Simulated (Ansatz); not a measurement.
**Ligand exchange: Sn(CH3)2Cl2 + C2H2ClGa → Sn(CH3)Cl3 + C3H5Ga**

Gas-phase species: Sn(CH3)2Cl2 (dimethyltin dichloride), singlet; C2H2ClGa `C#[C][GaH][Cl]`, singlet; Sn(CH3)Cl3, singlet; C3H5Ga `C#[C][GaH][CH3]`, singlet. The partners trade CH3 for Cl: Sn–CH3 and Ga–Cl bonds give way to Sn–Cl and Ga–CH3.

Shapes, held fixed at every level: PBE0-D4/def2-TZVP. Programs: Ansatz 0.2.0. The zero-point and thermal change to 298 K, harmonic and unscaled (PBE0-D4/def2-TZVP), is -1.4 kJ/mol.

| level | kind | ΔH(298 K) (kJ/mol) | less CCSD(T)/def2-TZVPP |
| --- | --- | --- | --- |
| HF/def2-TZVPP | Hartree–Fock | +44.6 | +1.3 |
| SPW92/def2-TZVPP | LDA | +35.5 | -7.8 |
| PBE-D4/def2-TZVPP | GGA | +34.4 | -8.9 |
| BHLYP-D4/def2-TZVPP | global hybrid | +39.4 | -3.9 |
| r2SCAN0-D4/def2-TZVPP | global hybrid | +39.5 | -3.8 |
| wB97M-V/def2-TZVPP | range-separated hybrid | +38.0 | -5.3 |
| wB97X-V/def2-TZVPP | range-separated hybrid | +38.8 | -4.5 |
| CCSD(T)/def2-TZVPP | coupled cluster or CI | +43.3 | 0.0 |

The highest level, CCSD(T)/def2-TZVPP, gives ΔH(298 K) = +43.3 kJ/mol; the levels span +34.4 to +44.6. The column of differences is taken from that level and isn't an error. No measured value is set beside it here. For atoms past krypton def2 sets carry core potentials with scalar relativity. Relativity is left out for Ga. Outer-core shells of Ga, Sn are correlated, in sets that cover them unevenly. CCSD(T)/def2-TZVPP lies outside the range of the other correlated levels here, so it shouldn't be taken on trust.
